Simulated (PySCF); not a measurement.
C₄H₅BO₂, SMILES C#CB(O)OC=C. Atoms are numbered in the order given.

```xyz
12

C     -0.3947     3.1543     0.0000
C     -0.1677     1.9560     0.0000
B      0.1879     0.4550     0.0000
O      1.4884     0.0383     0.0000
O     -0.8473    -0.4384     0.0000
C     -0.8322    -1.8063     0.0000
C      0.2270    -2.6229     0.0000
H     -0.6117     4.2066     0.0000
H      2.1052     0.7846     0.0000
H     -1.8558    -2.1904     0.0000
H      1.2545    -2.2622     0.0000
H      0.0454    -3.6992     0.0000
```

The structure is a stationary point at TPSSh-D3(BJ)/def2-SVP. This is a generated structure with no PubChem entry under its InChIKey; it may be hypothetical. One conformer was computed; it need not be the lowest.

Method: PBE0/pcSseg-1 run with PySCF.

GIAO shieldings, no solvent; atoms listed in one row are averaged. δ = σ(ref) − σ: ¹³C against TMS (σ = 186.3 ppm); ¹¹B against BF3 (σ = 88.8 ppm); ¹⁷O against H2O (σ = 334.2 ppm); ¹H against TMS (σ = 31.56 ppm), references at their B3LYP-D3(BJ)/def2-TZVP geometries, non-relativistic.

Computed chemical shifts:
| nucleus | atoms | count | δ (ppm) |
|---|---|---|---|
| ¹³C | C6 | 1 | 157.3 |
| ¹³C | C7 | 1 | 109.8 |
| ¹³C | C1 | 1 | 97.4 |
| ¹³C | C2 | 1 | 88.9 |
| ¹¹B | B3 | 1 | 7.6 |
| ¹⁷O | O5 | 1 | 185.9 |
| ¹⁷O | O4 | 1 | 153.3 |
| ¹H | H10 | 1 | 6.71 |
| ¹H | H11 | 1 | 6.14 |
| ¹H | H9 | 1 | 5.13 |
| ¹H | H12 | 1 | 5.12 |
| ¹H | H8 | 1 | 2.56 |
